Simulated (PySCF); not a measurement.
**A ladder of Hamiltonians for Zn(12+) (zinc, charge +12)**

Occupied: 1s1/2, 2s1/2, 2p1/2, 2p3/2, 3s1/2, 3p1/2, 3p3/2. Hartree-Fock calculated with PySCF 2.14 in an uncontracted even-tempered set (22 s from 0.38 bohr⁻², ratio 2.3; 16 p from 0.45 bohr⁻², ratio 2.3), Gaussian nucleus throughout. NR is non-relativistic, sf-X2C the spin-free one-electron X2C Hamiltonian, X2C adds the bare one-electron spin-orbit term, X2C-SNSO screens it by Boettger's factors, DC is four-component Dirac-Coulomb, and the Gaunt and Breit terms are added at first order (total energies over the DC spinors, levels after relaxing the spinors in that mean field). QED terms are absent. Levels marked empty are virtual spinors of this ion; the basis has s and p functions only, so 3d, which can lie below the n = 4 levels, is absent.

```
Hamiltonian  E (hartree)
         NR   -1717.4911
     sf-X2C   -1734.1673
        X2C   -1734.2299
   X2C-SNSO   -1734.2217
         DC   -1734.4955
   DC+Gaunt   -1733.6585
   DC+Breit   -1733.7345
```

```
   level (eV)       NR    sf-X2C       X2C  X2C-SNSO        DC  DC+Gaunt  DC+Breit
        1s1/2  -9985.1  -10100.4  -10100.2  -10100.2  -10105.3  -10092.4  -10093.2
        2s1/2  -1584.2   -1610.2   -1610.1   -1610.1   -1610.6   -1609.6   -1609.7
        2p1/2  -1436.0   -1441.2   -1458.9   -1457.7   -1457.7   -1456.0   -1456.2
        2p3/2  -1436.0   -1441.2   -1432.6   -1433.2   -1433.5   -1432.3   -1432.5
        3s1/2  -471.44   -476.99   -476.98   -476.98   -477.06   -476.91   -476.92
        3p1/2  -417.60   -418.95   -422.18   -421.96   -421.95   -421.67   -421.71
        3p3/2  -417.60   -418.95   -417.39   -417.49   -417.54   -417.36   -417.39
4s1/2 (empty)  -190.04   -191.61   -191.61   -191.61   -191.63   -191.58   -191.58
4p1/2 (empty)  -173.84   -174.31   -175.14   -175.08   -175.08   -175.00   -175.01
4p3/2 (empty)  -173.84   -174.31   -173.90   -173.93   -173.94   -173.89   -173.90
```

How large are the two-electron picture-change error of X2C and the Breit correction in the total energy?

X2C-1e lies 0.2656 hartree above Dirac-Coulomb; Gaunt adds 0.8371 and the full Breit term 0.7610 hartree.

```
interval (eV)    X2C  X2C-SNSO     DC  DC+Gaunt  DC+Breit
2p3/2 − 2p1/2  26.28     24.51  24.22     23.70     23.70
3p3/2 − 3p1/2  4.787     4.464  4.409     4.312     4.312
4p3/2 − 4p1/2  1.233     1.149  1.136     1.111     1.111
```

Weight of the small component: 1s1/2 0.0117, 2s1/2 0.00228, 2p1/2 0.00224, 2p3/2 0.00220, 3s1/2 0.000641, 3p1/2 0.000603, 3p3/2 0.000595, 4s1/2 0.000225, 4p1/2 0.000211, 4p3/2 0.000209.

Koopmans' value for the highest occupied level at DC+Breit: 417.39 eV, against an ionisation energy of 417.6 ± 1.2 eV (semi-empirical (NIST evaluation); NIST Atomic Spectra Database, ionization energies); the former lacks relaxation, correlation, QED and recoil.

The whole ladder took 270 s of wall time on 1 thread of Neoverse-N1 (shared host), launched as `OMP_NUM_THREADS=1 python relrun2.py TASK.json OUT` (a driver that calls PySCF for each Hamiltonian).

Dirac-Coulomb iterations, started from the X2C spinors:

```
with_ssss True, with_gaunt False, with_breit False
light speed = 137.03599967994
init E= -1733.13380004551
cycle= 1 E= -1734.4954841484  delta_E= -1.36  |g|= 0.236  |ddm|= 0.0254
cycle= 2 E= -1734.49552735354  delta_E= -4.32e-05  |g|= 0.00582  |ddm|= 0.00461
cycle= 3 E= -1734.49552778203  delta_E= -4.28e-07  |g|= 0.000617  |ddm|= 0.000759
cycle= 4 E= -1734.49552778751  delta_E= -5.48e-09  |g|= 4.35e-06  |ddm|= 7.87e-05
```
